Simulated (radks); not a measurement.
Results of a calculation; reference values are marked as such.
Task: These are the eigenvalues of the occupied orbitals of an atom or ion with whole-number occupations (eV). Code: a radial shooting solver on a logarithmic mesh with Libxc functionals. Model: Dirac Kohn-Sham, OLYP, spin-unpolarised, spherical densities, finite nucleus; Fermi nuclear charge, rms radius of each element as measured or else 0.836 A^(1/3) + 0.57 fm.

orbital  eigenvalue
1s1/2     -19829.11
2s1/2     -2818.849
2p1/2     -2595.110
2p3/2     -2488.577
3s1/2     -495.7704
3p1/2     -410.5941
3p3/2     -393.0149
3d3/2     -242.5825
3d5/2     -239.2435
4s1/2      -82.8226
4p1/2      -58.5598
4p3/2      -56.0452
4d3/2      -20.9215
4d5/2      -20.6670

Which element is it, and in what charge state? The configuration may be excited. Open shells, if any, are shared by 2j + 1.

Result: Z = 42, molybdenum, charge +2: Mo2+ in [Kr] 4d4. The list shows which subshells hold electrons but not how many an open one holds; the 1s level, -728.71 hartree, gives Z - s = 38.2 by -(Z - s)^2/2, which with screening and relativity narrows Z to a few neighbours, and the depths of the outer levels then fix element, charge and occupations together.
